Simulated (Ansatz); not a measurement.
Ansatz (a first-principles code) input (PBE/def2-TZVPD):

Ansatz 0.2 input:
```yaml
crystal:
  periodic: [false, false, false]
  atoms:
    - {symbol: Sn, position_ang: [0.00713831, 0.00221012, 0.27551140]}
    - {symbol: F, position_ang: [0.80132378, 1.42193659, -0.79804079]}
    - {symbol: F, position_ang: [-0.84098107, -1.43421501, -0.73257812]}
basis:
  gaussian:
    orbitals: def2-TZVPD
hamiltonian:
  xc: {name: PBE}
total_charge: -1
magnetization: {spin_polarized: true, initial_magnetization: 1}
```

End of the output:

```
integrals: 0.05 GiB planned
798 factors; their error is unknown
mean field: 0.46 GiB planned
mean field evaluation 1: about -11263.0276 eV, gradient 3.0e1 eV
mean field evaluation 2: about -11253.2298 eV, gradient 6.5e1 eV
mean field evaluation 4: about -11265.9398 eV, gradient 1.7e0 eV
mean field evaluation 8: about -11265.9445 eV, gradient 3.5e-2 eV
mean field evaluation 16: about -11265.9445 eV, gradient 5.0e-6 eV
mean field -11265.94446948 eV, -414.0158229219 hartree, gradient 4.7e-6 eV, S^2 0.752762; 0 other end points of the search recorded, 0 dependent functions left out
reference -11265.94450842 eV, -414.0158243530 hartree; 21, 20 occupied and 115, 116 virtual orbitals, 798 factors
Total energy: -11265.94450842 eV, -414.0158243530 hartree
```

This state (charge -1, doublet) is run at the relaxed geometry of the species with charge 0 and multiplicity 3.
